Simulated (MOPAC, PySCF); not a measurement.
CH₁₀Si₃, SMILES `C([SiH2][SiH3])[SiH3]` (Si–C–Si–Si torsion 56°), neutral singlet in the gas phase. 

Cartesian coordinates (Å):
SMILES: [SiH3]C[SiH2][SiH3]
```xyz
14

Si    -1.8957     0.2905    -0.6130
C     -0.6881    -1.1274    -0.3866
Si     0.6570    -0.8376     0.9007
Si     1.8989     1.1006     0.4429
H     -2.5135     0.6536     0.6850
H     -2.9730    -0.0728    -1.5649
H     -1.1826     1.4787    -1.1399
H     -0.2107    -1.3323    -1.3497
H     -1.2439    -2.0285    -0.1106
H      0.0370    -0.7071     2.2440
H      1.5822    -1.9999     0.9434
H      2.3700     1.0862    -0.9653
H      1.0791     2.3197     0.6463
H      3.0832     1.1763     1.3340
```
Charge 0, multiplicity 1.

All levels are single points at this geometry (B3LYP-D3(BJ)/def2-TZVP); Pople sets use spherical d functions. Orbital energies aren't observables, and empty levels follow the basis.

| level | HOMO (eV) | LUMO (eV) | gap (eV) | dipole (D) | vertical IE, Delta-SCF (eV) |
|---|---|---|---|---|---|
| B3LYP-D3(BJ)/def2-TZVP in PySCF | -7.90 | -0.29 | 7.61 | 0.95 | – |
| B3LYP/6-311+G** in PySCF | -7.94 | -0.50 | 7.44 | 0.90 | – |
| B3LYP/LANL2DZ in PySCF | -8.07 | 0.38 | 8.46 | 0.79 | – |
| M06-2X/6-31G* in PySCF | -9.03 | 1.01 | 10.04 | 0.93 | – |
| PBE/6-31G* in PySCF | -6.88 | -0.52 | 6.37 | 1.02 | – |
| SVWN5/6-31G* in PySCF | -6.92 | -0.70 | 6.21 | 1.02 | – |
| HF/3-21G in PySCF | -10.72 | 3.64 | 14.36 | 0.91 | – |
| HF/6-31G* in PySCF | -10.71 | 3.40 | 14.11 | 0.95 | 9.50 |
| PM3 in MOPAC | -9.57 | -1.16 | 8.42 | 0.56 | – |
